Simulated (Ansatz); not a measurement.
The same path of C2H8SeSi2 (13 atoms, charge 0, multiplicity 1) was run twice with different band settings. The coordinate that changes most is the dihedral Si2–C3–Si4–H11.

Level of theory: RKS PBE/def2-SVP (Ansatz).

Relaxed end points:

```xyz
13
Properties=species:S:1:pos:R:3
C -1.211 1.974 -0.728
Si -0.305 0.809 0.438
C 0.428 -0.716 -0.433
Si 1.187 -2.128 0.591
Se 0.385 -0.880 -2.217
H -0.535 2.325 -1.533
H -2.069 1.462 -1.207
H -1.590 2.856 -0.171
H -1.215 0.299 1.531
H 0.847 1.504 1.127
H 0.126 -3.179 0.798
H 1.615 -1.629 1.948
H 2.359 -2.731 -0.129
```

```xyz
13
Properties=species:S:1:pos:R:3
C -0.969 2.086 -0.783
Si -0.224 0.847 0.420
C 0.104 -0.859 -0.355
Si 1.032 -2.198 0.626
Se -0.414 -1.239 -2.028
H -0.283 2.266 -1.635
H -1.925 1.704 -1.194
H -1.161 3.051 -0.272
H -1.132 0.613 1.604
H 1.093 1.338 0.977
H 0.418 -3.547 0.384
H 1.013 -1.885 2.102
H 2.468 -2.209 0.170
```

Common settings: climbing image yes; spring 5.0 eV/Å²; optimiser quadratic models (default); start path IDPP; force threshold 0.03 eV/Å; end points relaxed.

| run | movable images | iteration limit |
| --- | --- | --- |
| 1 | 9 | 46 |
| 2 | 2 | 60 |

Question: What does each run give, and how far can it be trusted?

Answer: Run 1: converged after 3 iterations, highest image 0.001 eV above the first end. The top lies less than 8 meV above the higher end, about what the thresholds resolve: the motion is nearly free. A vibrational analysis at the climbing image gives no mode beyond 40i cm⁻¹: the surface is too flat there to confirm a saddle point.
Run 2: converged after 3 iterations, highest image 0.001 eV above the first end. The top lies less than 8 meV above the higher end, about what the thresholds resolve: the motion is nearly free. Another band between the same ends (9 images) ends at a top of the same energy, where a vibrational analysis finds no clearly imaginary modes. So few images can step over the top or miss a turn of the path.
